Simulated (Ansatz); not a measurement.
Basis sets compared for Mg9S9 (started as a model of: 2x3x3 MgS rock-salt block). Total charge 0; singlet. Geometry PBE-D4/def2-SVP. Ansatz on 2 threads of AMD EPYC 7R13 on a shared host and a share (18 GiB) of an NVIDIA H100 80GB HBM3; times are rough, and most runs start from earlier orbitals.

```xyz
18

Mg   -1.843    2.621    1.098
Mg   -2.523   -1.932    1.173
Mg    0.123    0.004    1.359
Mg    2.691    1.938    0.689
Mg    2.012   -2.615    0.765
Mg   -2.508    0.359   -0.891
Mg    0.260    2.414   -1.148
Mg   -0.461   -2.420   -1.068
Mg    2.307   -0.366   -1.325
S    -2.464    0.397    1.788
S     0.531    2.620    1.510
S    -0.250   -2.610    1.596
S     2.745   -0.388    1.319
S    -2.227    2.846   -1.231
S    -2.966   -2.111   -1.149
S    -0.110   -0.004   -1.214
S     2.710    2.102   -1.676
S     1.971   -2.854   -1.594
```

Single mean-field runs in def2-TZVP are fitted with def2-universal-jkfit. Another isomer (singlet) lies 0.23 eV lower at PBE0-D4/def2-TZVP; other spin states weren't run for this one.

Binding counts from free atoms (Mg singlet, S triplet) in the same basis, without a counterpoise term.

```
           level  functions  energy (Eh)  HOMO (eV)  LUMO (eV)  binding per atom (eV)  wall time
 PBE-D4/def2-SVP        324   -5381.2939      -5.59      -2.94                   3.39      4.6 s
PBE0-D4/def2-SVP        324   -5381.7854      -6.66      -2.27                   3.38      4.9 s
```

**Question.** Estimate the rows for PBE-D4/def2-TZVP (with forces), PBE0-D4/def2-TZVP.

**Answer.** 
| level | functions | energy (Eh) | HOMO (eV) | LUMO (eV) | binding per atom (eV) | wall time |
| --- | --- | --- | --- | --- | --- | --- |
| PBE-D4/def2-TZVP (with forces) | 621 | -5383.1362 | -5.54 | -2.89 | 3.33 | 4.4 s |
| PBE0-D4/def2-TZVP | 621 | -5383.6122 | -6.58 | -2.22 | 3.33 | 3.8 s |
